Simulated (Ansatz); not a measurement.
The cluster Mg3Se4⁻, relaxed as a doublet with UKS PBE-D4/def2-SVPD in Ansatz, starting from the GFN2-xTB geometry. Force threshold 0.02 eV/Å.

An occupied level of the charge -1 doublet lies above an empty one (by up to 0.03 eV), so this SCF solution is probably not the lowest. The gap within one spin of the charge -1 doublet nearly closes, so an electron or hole may be smeared out by delocalisation error. The relaxation made no stability test and no search for a lower SCF solution. The structure comes from a short search, and lower isomers may exist.

Start:

```
atom   x (Å)   y (Å)   z (Å)
 Mg1   1.309   0.237  -0.959
 Mg2  -1.634   1.002  -0.157
 Mg3   0.260  -1.112   1.249
 Se4   0.322   1.571   1.458
 Se5  -2.215  -1.324   0.650
 Se6  -0.442   1.297  -2.370
 Se7   2.401  -1.671   0.129
```

```tsv
step	energy (eV)	largest force component (eV/Å)	SCF passes
1	-277656.9782	0.582	25
2	-277657.1303	0.287	39
3	-277657.1621	0.139	27
4	-277657.1727	0.191	32
5	-277657.1838	0.063	25
6	-277657.1854	0.015	27
7	-277657.1861	0.013	27
```

Force components are those of the run's own axes.

End:

```xyz
7

Mg    1.381    0.508   -0.866
Mg   -1.514    0.806   -0.302
Mg    0.210   -1.130    1.308
Se    0.297    1.460    1.439
Se   -2.311   -1.308    0.901
Se   -0.373    1.342   -2.493
Se    2.310   -1.678    0.014
```

By distances, no bond broke or formed. The bond that changes most is Mg1–Se4, from 2.93 to 2.72 Å (atoms count from 1). The end is the same structure that another start reached, the lowest one found.

The force fell under the threshold at step 6, but the optimiser went on. No frequencies were taken in this run, so the end may be a saddle point.

Run time 66 s (4 threads of Arm Neoverse V1 on a shared host), peak host memory 0.59 GiB.
